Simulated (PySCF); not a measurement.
# Nonlinear optical response: `COCc1ccccn1`, C7H9NO

Geometry (Å), atoms numbered from 1 in this order:
```xyz
18

C    -2.701   -0.210   -0.526
O    -2.112   -0.809    0.593
C    -1.185    0.009    1.241
C     0.152    0.098    0.542
C     0.580   -0.916   -0.320
C     1.834   -0.802   -0.912
C     2.615    0.313   -0.616
C     2.097    1.264    0.261
N     0.895    1.168    0.823
H    -1.958    0.059   -1.301
H    -3.255    0.708   -0.251
H    -3.409   -0.931   -0.957
H    -1.027   -0.421    2.245
H    -1.564    1.039    1.388
H    -0.073   -1.770   -0.509
H     2.199   -1.575   -1.593
H     3.606    0.447   -1.056
H     2.683    2.155    0.517
```

Computed with PySCF 2.14.0, quadratic response CAM-B3LYP/aug-cc-pVDZ first hyperpolarisability, Taylor convention, gas phase. Geometry: PBE0-D3(BJ)/def2-SVP.

Question: Give β for the processes computed.

Answer: In au, Taylor convention; the vector part is βᵢ = ⅓ Σⱼ (βᵢⱼⱼ + βⱼᵢⱼ + βⱼⱼᵢ); β∥ is 3/5 of the vector part along the dipole, the dipole points from − to +:
```
                   process  λ (nm)  β vector norm     β∥  β HRS  depolarisation ratio
           static β(0;0,0)       ∞          165.4  -26.5   67.3                  5.31
second harmonic β(−2ω;ω,ω)    1907          172.6  -27.1   70.2                  5.30
         Pockels β(−ω;ω,0)    1907          167.7  -26.7      –                     –
second harmonic β(−2ω;ω,ω)    1064          190.6  -28.6   77.7                  5.28
         Pockels β(−ω;ω,0)    1064          173.1  -27.1      –                     –
```

Question: Which lowest excitations, dipole and polarisabilities go with it?

Answer: S1 5.10 eV (f = 0.004); S2 5.44 eV (f = 0.020); S3 5.46 eV (f = 0.047); dipole 1.89 D; isotropic α 93.8 au static, 94.1 au at 1907 nm, 94.8 au at 1064 nm, 95.0 au at 953.5 nm, 98.1 au at 532 nm.
